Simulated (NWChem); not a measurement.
System: CH5BS; SMILES BSC

Here is an NWChem input.

```
start job
memory heap 200 mb stack 900 mb global 1100 mb
geometry units angstroms noautoz
  B     -0.589622    -1.454831     0.116833
  H     -0.148517    -2.569553    -0.006629
  H     -1.695942    -1.227299     0.540956
  S      0.491072    -0.156930    -0.365239
  C     -0.420498     1.387926    -0.076236
  H     -0.511016     1.933609    -1.025425
  H      0.140818     2.007333     0.636633
  H     -1.419196     1.174037     0.324926
end
basis spherical
  * library def2-svpd
end
dft
  xc b3lyp
  iterations 150
end
tddft
  cis
  nroots 6
  notriplet
end
task tddft energy
```

Excerpt of the output:

```
             Northwest Computational Chemistry Package (NWChem) 7.3.0
             --------------------------------------------------------

 CS  symmetry detected

                             Geometry "geometry" -> ""
                             -------------------------

 Output coordinates in angstroms (scale by  1.889725989 to convert to a.u.)

  No.       Tag          Charge          X              Y              Z
 ---- ---------------- ---------- -------------- -------------- --------------
    1 B                    5.0000    -0.57697652    -1.46731517     0.00000000
    2 H                    1.0000    -0.09223860    -2.57069669     0.00000000
    3 H                    1.0000    -1.76732013    -1.27065011     0.00000000
    4 S                   16.0000     0.57076029    -0.13782648     0.00000000
    5 C                    6.0000    -0.42348721     1.38287552     0.00000000
    6 H                    1.0000    -0.17652790     1.97257393    -0.89341468
    7 H                    1.0000    -0.17652790     1.97257393     0.89341468
    8 H                    1.0000    -1.49374418     1.14074533     0.00000000

 Effective nuclear repulsion energy (a.u.)      94.1199989327

      Symmetry information
      --------------------

 Group name             Cs
 Group number              2
 Group order               2
 No. of unique centers     7

                                 NWChem DFT Module
                                 -----------------

 Summary of "ao basis" -> "ao basis" (spherical)
 ------------------------------------------------------------------------------
       Tag                 Description            Shells   Functions and Types
 ---------------- ------------------------------  ------  ---------------------
 B                         def2-svpd                 8       20   4s2p2d
 H                         def2-svpd                 4        8   2s2p
 S                         def2-svpd                11       27   5s4p2d
 C                         def2-svpd                 8       20   4s2p2d

      Symmetry analysis of basis
      --------------------------

        a'         73
        a"         34

            General Information
            -------------------
          SCF calculation type: DFT
          Wavefunction type:  closed shell.
          No. of atoms     :     8
          No. of electrons :    32
           Alpha electrons :    16
            Beta electrons :    16
          Charge           :     0
          Spin multiplicity:     1
          Use of symmetry is: off; symmetry adaption is: on
          Maximum number of iterations: 150
          AO basis - number of functions:   107
                     number of shells:    47
          Convergence on energy requested:  1.00D-06
          Convergence on density requested:  1.00D-05
          Convergence on gradient requested:  5.00D-04

              XC Information
              --------------
                         B3LYP Method XC Potential
                     Hartree-Fock (Exact) Exchange  0.200
                        Slater Exchange Functional  0.800 local
                    Becke 1988 Exchange Functional  0.720 non-local
              Lee-Yang-Parr Correlation Functional  0.810
                  VWN I RPA Correlation Functional  0.190 local

             Grid Information
             ----------------
          Grid used for XC integration:  medium
          Radial quadrature: Mura-Knowles
          Angular quadrature: Lebedev.
          Tag              B.-S. Rad. Rad. Pts. Rad. Cut. Ang. Pts.
          ---              ---------- --------- --------- ---------
          B                   0.85       49          11.0       434
          H                   0.35       45          12.0       434
          S                   1.00       88          11.0       590
          C                   0.70       49          11.0       434
          Grid pruning is: on
          Number of quadrature shells:   411
          Spatial weights used:  Erf1

      Superposition of Atomic Density Guess
      -------------------------------------

 Sum of atomic energies:        -461.97729148

      Non-variational initial energy
      ------------------------------

 Total energy =    -463.378754
 1-e energy   =    -820.856876
 2-e energy   =     263.358123
 HOMO         =      -0.328688
 LUMO         =      -0.015230

      Symmetry analysis of molecular orbitals - initial
      -------------------------------------------------

  Numbering of irreducible representations:

     1 a'          2 a"

  Orbital symmetries:

[...]

                                NWChem TDDFT Module
                                -------------------

            General Information
            -------------------
           No. of orbitals :     214
            Alpha orbitals :     107
             Beta orbitals :     107
        Alpha frozen cores :       0
         Beta frozen cores :       0
     Alpha frozen virtuals :       0
      Beta frozen virtuals :       0
         Spin multiplicity :       1
    Number of AO functions :     107
        Use of symmetry is : off
      Symmetry adaption is : on
         Schwarz screening :  0.10D-07

              XC Information
              --------------
                  B3LYP Method XC Potential
              Hartree-Fock (Exact) Exchange   0.20
                 Slater Exchange Functional   0.80 local
             Becke 1988 Exchange Functional   0.72 non-local
       Lee-Yang-Parr Correlation Functional   0.81
           VWN I RPA Correlation Functional   0.19 local

             TDDFT Information
             -----------------
          Calculation type : Tamm-Dancoff TDDFT
         Wavefunction type : Restricted singlets
          No. of electrons :      32
           Alpha electrons :      16
            Beta electrons :      16
              No. of roots :       6
          Max subspacesize :    5200
            Max iterations :     100
               Target root :       1
           Target symmetry : none
      Symmetry restriction : off
                 Algorithm : Optimal
        Davidson threshold :  0.10D-03

    6 smallest eigenvalue differences (eV)
--------------------------------------------------------
  No. Spin  Occ  Vir  Irrep   E(Occ)    E(Vir)   E(Diff)
--------------------------------------------------------
    1    1   16   17 a'       -0.282    -0.047     6.370
    2    1   15   17 a"       -0.312    -0.047     7.198
    3    1   16   18 a"       -0.282     0.007     7.864
    4    1   14   17 a"       -0.346    -0.047     8.130
    5    1   16   19 a"       -0.282     0.023     8.288
    6    1   15   18 a'       -0.312     0.007     8.693
--------------------------------------------------------

  Entering Davidson iterations
  Restricted singlet excited states

  Iter   NTrls   NConv    DeltaV     DeltaE      Time
  ----  ------  ------  ---------  ---------  ---------
    1      6       0     0.15E+00   0.10+100       15.4
    2     12       0     0.19E-01   0.16E-01       18.6
    3     18       0     0.77E-02   0.80E-03       19.4
    4     24       0     0.38E-02   0.15E-03       14.3
    5     30       4     0.14E-02   0.33E-04       13.3
    6     32       5     0.77E-03   0.68E-05        8.6
    7     33       5     0.40E-03   0.18E-05        7.8
    8     34       5     0.17E-03   0.58E-06        7.8
    9     35       6     0.83E-04   0.87E-07        7.9
  ----  ------  ------  ---------  ---------  ---------
  Convergence criterion met

  Ground state a'       -464.022250448727 a.u.

  ----------------------------------------------------------------------------
  Root   1 singlet a"             0.219085256 a.u.                5.9616 eV
  ----------------------------------------------------------------------------
     Transition Moments    X -0.00000   Y  0.00000   Z -0.03990
     Dipole Oscillator Strength                    0.0002325811
     Electric Quadrupole                           0.0000001305
     Magnetic Dipole                               0.0000030969
     Total Oscillator Strength                     0.0002358085

     Occ.   13  a'  ---  Virt.   17  a"       0.06812
     Occ.   15  a'  ---  Virt.   17  a"       0.99163
  ----------------------------------------------------------------------------
  Root   2 singlet a'             0.229378573 a.u.                6.2417 eV
  ----------------------------------------------------------------------------
     Transition Moments    X -0.63881   Y -0.97605   Z  0.00000
     Dipole Oscillator Strength                    0.2080837569
     Electric Quadrupole                           0.0000002017
     Magnetic Dipole                               0.0000001343
     Total Oscillator Strength                     0.2080840929

     Occ.   13  a'  ---  Virt.   18  a'      -0.05866
     Occ.   13  a'  ---  Virt.   25  a'       0.05306
     Occ.   14  a'  ---  Virt.   29  a'      -0.05405
     Occ.   15  a'  ---  Virt.   18  a'      -0.08693
     Occ.   15  a'  ---  Virt.   19  a'       0.09341
     Occ.   15  a'  ---  Virt.   20  a'       0.05343
     Occ.   15  a'  ---  Virt.   25  a'       0.09911
     Occ.   15  a'  ---  Virt.   33  a'      -0.07113
     Occ.   16  a"  ---  Virt.   17  a"       0.95607
  ----------------------------------------------------------------------------
  Root   3 singlet a"             0.244228940 a.u.                6.6458 eV
  ----------------------------------------------------------------------------
     Transition Moments    X  0.00000   Y  0.00000   Z  0.07263
     Dipole Oscillator Strength                    0.0008588071
     Electric Quadrupole                           0.0000001584
     Magnetic Dipole                               0.0000039958
     Total Oscillator Strength                     0.0008629612

[...]
```

Level: B3LYP/def2-SVPD, TDA. All runs use the structure optimised with PBE0/def2-SVP.
